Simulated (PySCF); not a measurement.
## Excitation energy of Hg⁺ by level of theory

Hg⁺ [Xe] 4f14 5d10 6s1 (2S) → Hg⁺ [Xe] 4f14 5d10 6d1 (2D), as a difference of total energies. All numbers are calculated (PySCF 2.14, scalar relativity through the core potential, in aug-cc-pVTZ-PP with ECP60MDF (6s6p5d3f2g, 88 functions)). Correlated levels: valence: 5s2 5p6 frozen. The calculations carry no spin-orbit coupling.

Question: Order these methods by the excitation energy they give, lowest first.
A. r2SCANh
B. wB97X
C. UHF
D. PBE

Answer: C (11.756 eV), B (12.806 eV), D (12.887 eV), A (12.949 eV).

Errors of the correlated levels include the incompleteness of this basis and the frozen core.

For comparison: 13.058 eV (measured; NIST levels, between the centres of gravity of the two terms).
